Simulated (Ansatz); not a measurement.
The input (input.yaml):

```yaml
crystal:
  periodic: [false, false, false]
  atoms:
    - { symbol: "N", position_ang: [-0.80138, 0.767772, -1.236842] }
    - { symbol: B, position_ang: [0.068908, 0.819609, -0.15558] }
    - { symbol: Ge, position_ang: [0.543095, -0.895106, 0.915798] }
    - { symbol: H, position_ang: [-1.248848, -0.081989, -1.564847] }
    - { symbol: H, position_ang: [-1.054433, 1.587196, -1.780604] }
    - { symbol: H, position_ang: [0.543439, 1.890328, 0.144654] }
    - { symbol: H, position_ang: [2.061901, -1.197781, 0.893091] }
    - { symbol: H, position_ang: [-0.171057, -2.157045, 0.358869] }
    - { symbol: H, position_ang: [0.146975, -0.779384, 2.408362] }
basis:
  gaussian: { orbitals: def2-SVP }
hamiltonian:
  xc: b3lyp
neb:
  order_check: false
  images: 9
  f_tol: 0.03
  max_iterations: 12
  final_atoms:
    - { symbol: "N", position_ang: [-0.98431066, 1.02226255, -0.85960959] }
    - { symbol: B, position_ang: [0.28440296, 0.52125339, -0.59848661] }
    - { symbol: Ge, position_ang: [0.5763507, -0.94137551, 0.84657108] }
    - { symbol: H, position_ang: [-1.82380932, 0.71660736, -0.3782346] }
    - { symbol: H, position_ang: [-1.16347584, 1.73809876, -1.5572639] }
    - { symbol: H, position_ang: [1.21391521, 0.9608853, -1.23415628] }
    - { symbol: H, position_ang: [1.53056554, -0.46941385, 1.97121597] }
    - { symbol: H, position_ang: [1.20401619, -2.22833842, 0.25706934] }
    - { symbol: H, position_ang: [-0.74905478, -1.3663796, 1.53579559] }
  initial_path:
    images:
      - { positions_ang: [[-0.80138, 0.767772, -1.236842], [0.068908, 0.819609, -0.15558], [0.543095, -0.895106, 0.915798], [-1.248848, -0.081989, -1.564847], [-1.054433, 1.587196, -1.780604], [0.543439, 1.890328, 0.144654], [2.061901, -1.197781, 0.893091], [-0.171057, -2.157045, 0.358869], [0.146975, -0.779384, 2.408362]] }
      - { positions_ang: [[-0.87192646, 0.80833618, -1.12765484], [0.10404094, 0.77485319, -0.20412233], [0.54672514, -0.90141698, 0.9048885], [-1.31789208, -0.02530291, -1.49522745], [-1.07116718, 1.63086834, -1.70433876], [0.66808748, 1.74719211, -0.06476429], [2.03893838, -1.09512485, 1.04110576], [-0.00695906, -2.17089682, 0.31212611], [-0.00124717, -0.81490825, 2.32088829]] }
      - { positions_ang: [[-0.94247291, 0.84890035, -1.01846768], [0.13917389, 0.73009739, -0.25266465], [0.55035528, -0.90772796, 0.89397901], [-1.38693616, 0.03138317, -1.4256079], [-1.08790137, 1.67454067, -1.62807353], [0.79273597, 1.60405621, -0.27418258], [2.01597576, -0.9924687, 1.18912052], [0.15713889, -2.18474864, 0.26538322], [-0.14946934, -0.8504325, 2.23341458]] }
      - { positions_ang: [[-1.01301937, 0.88946453, -0.90928052], [0.17430683, 0.68534158, -0.30120698], [0.55398541, -0.91403894, 0.88306951], [-1.45598024, 0.08806926, -1.35598834], [-1.10463555, 1.71821301, -1.55180829], [0.91738445, 1.46092032, -0.48360086], [1.99301314, -0.88981254, 1.33713528], [0.32123683, -2.19860046, 0.21864033], [-0.29769152, -0.88595675, 2.14594086]] }
      - { positions_ang: [[-1.08356582, 0.93002871, -0.80009336], [0.20943978, 0.64058578, -0.3497493], [0.55761555, -0.92034992, 0.87216002], [-1.52502432, 0.14475535, -1.28636879], [-1.12136973, 1.76188534, -1.47554305], [1.04203293, 1.31778443, -0.69301915], [1.97005052, -0.78715639, 1.48515004], [0.48533478, -2.21245228, 0.17189744], [-0.44591369, -0.921481, 2.05846715]] }
      - { positions_ang: [[-1.15411228, 0.97059288, -0.6909062], [0.24457272, 0.59582997, -0.39829163], [0.56124569, -0.9266609, 0.86125052], [-1.59406839, 0.20144143, -1.21674924], [-1.13810392, 1.80555768, -1.39927781], [1.16668142, 1.17464853, -0.90243744], [1.9470879, -0.68450024, 1.6331648], [0.64943272, -2.2263041, 0.12515455], [-0.59413586, -0.95700526, 1.97099344]] }
      - { positions_ang: [[-1.12015195, 0.98092682, -0.72464687], [0.25253877, 0.58091466, -0.43833062], [0.56426669, -0.92960382, 0.85831463], [-1.64001658, 0.30447462, -1.04904631], [-1.1431783, 1.79206589, -1.43087503], [1.17612817, 1.13189589, -0.96878121], [1.86378343, -0.64148296, 1.70077504], [0.76034942, -2.22671097, 0.15153751], [-0.62511964, -1.03888012, 1.88395387]] }
      - { positions_ang: [[-1.08619163, 0.99126075, -0.75838755], [0.26050482, 0.56599934, -0.47836962], [0.56728769, -0.93254674, 0.85537875], [-1.68596477, 0.4075078, -0.88134338], [-1.14825269, 1.77857411, -1.46247225], [1.18557493, 1.08914324, -1.03512497], [1.78047895, -0.59846568, 1.76838527], [0.87126611, -2.22711783, 0.17792047], [-0.65610343, -1.12075499, 1.7969143]] }
      - { positions_ang: [[-1.05223131, 1.00159469, -0.79212823], [0.26847086, 0.55108402, -0.51840861], [0.5703087, -0.93548966, 0.85244286], [-1.73191295, 0.51054099, -0.71364046], [-1.15332707, 1.76508233, -1.49406946], [1.19502169, 1.0463906, -1.10146874], [1.69717448, -0.5554484, 1.8359955], [0.9821828, -2.22752469, 0.20430342], [-0.68708721, -1.20262986, 1.70987473]] }
      - { positions_ang: [[-1.01827098, 1.01192862, -0.82586891], [0.27643691, 0.53616871, -0.55844761], [0.5733297, -0.93843259, 0.84950697], [-1.77786114, 0.61357417, -0.54593753], [-1.15840145, 1.75159055, -1.52566668], [1.20446845, 1.00363795, -1.16781251], [1.61387001, -0.51243112, 1.90360573], [1.0930995, -2.22793155, 0.23068638], [-0.71807099, -1.28450473, 1.62283516]] }
      - { positions_ang: [[-0.98431066, 1.02226255, -0.85960959], [0.28440296, 0.52125339, -0.59848661], [0.5763507, -0.94137551, 0.84657108], [-1.82380932, 0.71660736, -0.3782346], [-1.16347584, 1.73809876, -1.5572639], [1.21391521, 0.9608853, -1.23415628], [1.53056554, -0.46941385, 1.97121597], [1.20401619, -2.22833842, 0.25706934], [-0.74905478, -1.3663796, 1.53579559]] }
```

Run as:

```bash
$ ansatz run input.yaml --threads 1 --pin off --max-ram 2048MiB --backend cpu --events-out ev --progress --plain --runs-dir out
```

Hardware: 1 thread of Intel(R) Xeon(R) Processor @ 2.50GHz (Skylake/Cascade Lake), with other jobs on the host.

Question: Roughly how long does this run take, and how much memory?

Answer: 12 min, with a peak of 0.19 GiB, for 9 band iterations.
